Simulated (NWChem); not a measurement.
Species: C3H4O2Si; SMILES O=C1OC=C[SiH2]1

```xyz
10

O      0.1734    -2.1827     0.0000
C      0.0008    -1.0061     0.0000
O     -1.2952    -0.4979     0.0000
C     -1.3595     0.8635     0.0000
C     -0.2634     1.6427     0.0000
Si     1.2041     0.5217     0.0000
H     -2.3971     1.2104     0.0000
H     -0.3650     2.7279     0.0000
H      2.0582     0.5245    -1.2211
H      2.0582     0.5245     1.2211
```
Atoms are numbered in this order, from 1.

Level: PBE0/def2-SVP (NWChem), optimised geometry, unscaled harmonic frequencies. 

### Question
List the harmonic frequencies with IR intensities, and the thermochemistry.

### Answer
```csv
frequency (cm⁻¹),IR intensity (km/mol)
151,0.4
353,3.0
378,2.7
399,33.5
469,11.5
639,1.1
643,23.8
700,17.8
712,0.1
737,12.3
765,52.5
830,3.9
945,95.1
986,0.7
1034,205.5
1060,100.4
1236,186.9
1350,2.7
1651,152.2
1923,271.1
2254,63.5
2257,81.2
3221,3.9
3262,1.8
```

```
Quantity                                                                           Result
-----------------------------------------------------------------------  ----------------
zero-point energy                                                           39.9 kcal/mol
thermal correction to the enthalpy at 298.15 K (with zero-point energy)     44.1 kcal/mol
heat capacity Cv                                                         21.2 cal/(mol K)
entropy at 298.15 K and 1 atm (symmetry number 1)                        75.5 cal/(mol K)
dipole moment                                                                      3.38 D
```

Rigid rotor and harmonic oscillator.
